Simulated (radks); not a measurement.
Values are calculated unless marked as measured or tabulated.
Problem. The table gives one normalised radial function P(r) = r R(r) of Sb4+ in [Kr] 4d10 5s1 (r in bohr). Level of theory: non-relativistic Kohn-Sham, PBEsol, spin-unpolarised, spherical densities, point nucleus; relativity is left out, which matters for an element this heavy (a radial shooting solver on a logarithmic mesh with Libxc functionals).

r               P
0.0009808   0.0174
0.001487    0.0256
0.002254    0.0373
0.003444    0.0536
0.005221    0.0737
0.007914    0.0959
0.012       0.1136
0.01833     0.1123
0.02779     0.0704
0.04212    -0.0270
0.06386    -0.1504
0.09758    -0.1845
0.1479     -0.0008
0.2242      0.2628
0.3399      0.1588
0.5194     -0.3293
0.7873     -0.3298
1.193       0.3880
1.809       0.8375
2.765       0.5078
4.191       0.1030
6.353       0.0047

Which n and l does it have? It may be an empty orbital.

Solution. n = 5, l = 0: the number of nodes gives n - l - 1 = 4, the rise at small r (about r^(l+1)) gives l, and the extent must fit the shell. The curve is that of 5s. 5s: eigenvalue -47.930 eV, 4 radial nodes at r = 0.0383, 0.148, 0.394, 0.976 bohr, <r> = 2.01 bohr, 90 % of the charge inside 2.87 bohr.
